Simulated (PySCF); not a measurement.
Isomers of C3H11ClSi2, one GFN2-xTB conformer each. Single-point energies are computed at PBE0/pcSseg-1 (PySCF, gas phase, no added dispersion term), electronic only.

Problem. Rank them by PBE0/pcSseg-1 energy, lowest first (kcal/mol).
A. `[CH3:1][SiH2:2][C@@H:3]([CH3:4])[SiH2:5][Cl:6]` with C1–Si2–C3–C4 -177°, Si2–C3–Si5–Cl6 -58°
B. `[CH3:1][CH2:2][SiH2:3][SiH2:4][CH2:5][Cl:6]` with C1–C2–Si3–Si4 -64°, C2–Si3–Si4–C5 151°, Si3–Si4–C5–Cl6 178°
C. `[CH3:1][SiH2:2][Si@@H:3]([CH3:4])[CH2:5][Cl:6]` with C1–Si2–Si3–C4 -173°, Si2–Si3–C5–Cl6 -51°
D. `[CH3:1][Si@H:2]([SiH3:3])[CH2:4][CH2:5][Cl:6]` with C1–Si2–C4–C5 62°, Si2–C4–C5–Cl6 178°

Solution. A (0.0), C (26.6), D (32.8), B (39.1).

As drawn, the highest has an Si–Si bond, which the lowest lacks. GFN2-xTB itself gives, in the same order: 0.0, 41.3, 36.2, 38.8. Both levels put the same isomer lowest; measured from each level's own lowest isomer, the values differ by up to 14.7 kcal/mol (C[SiH2][Si@@H](C)CCl: 41.3 against 26.6).

Problem. Which frontier levels, dipoles and rotational constants go with these structures?

Solution. 
```tsv
SMILES	HOMO (eV, PBE0/pcSseg-1)	LUMO (eV)	dipole (D)	A, B, C (MHz)
C[SiH2][C@@H](C)[SiH2]Cl	-8.19	0.40	1.87	2173, 1195, 984.2
C[SiH2][Si@@H](C)CCl	-7.91	0.04	1.69	1874, 1263, 920.6
C[Si@H]([SiH3])CCCl	-8.16	-0.08	2.23	2652, 772.1, 665.3
CC[SiH2][SiH2]CCl	-7.75	-0.55	2.51	4604, 608.3, 575.3
```
